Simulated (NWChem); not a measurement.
MoSiH₈; SMILES [MoH5][SiH3]

```xyz
10

Mo    -0.0001     0.6927     0.0302
H     -1.4395     1.3588    -0.5219
H      1.4448     1.3568    -0.5102
H     -0.8733    -0.1557    -1.0731
H      0.8800    -0.1557    -1.0675
H     -0.0080    -0.0654     1.5331
Si    -0.0001    -1.7487     0.0101
H      1.2106    -2.2303     0.7676
H      0.0068    -2.4851    -1.2958
H     -1.2159    -2.2339     0.7565
```
Atoms are numbered in this order, from 1.

Results from NWChem. Coordinates come from a PBE0/def2-SVP optimisation. def2 effective core potentials on Mo; no spin-orbit coupling.

For level PBE/def2-SVP (core potentials):

```yaml
highest occupied level (eV): -6.03
orbital gap (eV): 2.61
dipole (D): 2.36
```

### Question
How do the values read with level PBE/STO-3G (all-electron, non-relativistic) instead?

### Answer
* **highest occupied level (eV)**: -3.00
* **orbital gap (eV)**: 3.00
* **dipole (D)**: 2.48
